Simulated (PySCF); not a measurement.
Stepwise substitution at one centre (Al F-SiH3). Gas-phase values, no solvent. Strings in code marks are SMILES.

Quantity: vertical ionisation energy (energy after one electron is removed minus that of the parent at the parent's geometry), in eV.

A: `[F][Al]([SiH3])[SiH3]`
B: `[SiH3][Al]([SiH3])[SiH3]`
C: `[F][Al]([F])[SiH3]`

Q: Order them by vertical ionisation energy (energy after one electron is removed minus that of the parent at the parent's geometry) (lowest first) at the level B3LYP-D3(BJ)/def2-TZVP // PBE0-D4/def2-TZVP (PySCF).

A: B (8.95 eV), A (9.14 eV), C (10.92 eV)
